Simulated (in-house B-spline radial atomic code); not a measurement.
**RPBE excitations of Ar⁶⁺**

Method: RPBE. Computed with an all-electron radial atomic-structure program (B-spline basis): linear response of the closed shell [Ne] 3s2 with the functional's adiabatic kernel; non-relativistic, point nucleus, no spin-orbit coupling, no double excitations, S, P, D and F terms only.

Command:
```bash
python run_td.py task.json out
```
Settings (radii: box in bohr, nucleus in fm):
```
Z                        18
electrons                12
configuration            [Ne] 3s2
hamiltonian              nr
method                   rpbe,pbe
box_radius               14.35
intervals                51
```

Cost of the run: 0.3 s on 1 thread of Arm Neoverse N1 (shared host).

The lowest states, in the order of their Tamm-Dancoff energies; the method's threshold (minus the highest occupied level) is 115.53 eV. Labels give the largest channel, * marks a mixed state, and oscillator strengths are full-response dipole values. Semilocal kernels can invert the small singlet-triplet splittings of Rydberg terms. Energies in eV:

| state | full response | Tamm-Dancoff | oscillator strength |
| --- | --- | --- | --- |
| 3s → 3p 3P | 12.785 | 13.240 | - |
| 3s → 3p 1P | ? | ? | ? |
| 3s → 3d 3D | 36.69 | 36.89 | - |
| 3s → 3d 1D | ? | ? | - |
| 3s → 4s 3S | 62.48 | 62.49 | - |
| 3s → 4s 1S | 63.97 | 64.01 | - |
| 3s → 4p 3P | 68.29 | 68.31 | - |
| 3s → 4p 1P | 68.85 | 68.88 | 0.202 |
| 3s → 4d 3D | 76.50 | 76.52 | - |
| 3s → 4d 1D | 76.78 | 76.78 | - |

Where does 3s → 3d 1D lie?

At 40.19 eV in full response, 40.21 eV in Tamm-Dancoff.

Where does 3s → 3p 1P lie?

At 20.638 eV in full response, 21.325 eV in Tamm-Dancoff, oscillator strength 1.15.

How large is the singlet-triplet splitting of 3s → 3p (P terms) in Tamm-Dancoff?

8.09 eV, from the unrounded values.

What polarisabilities and dispersion coefficient does the method give?

Dipole 2.093 bohr³, quadrupole 1.831 bohr⁵, C6 2.677 hartree·bohr⁶ for two such species.
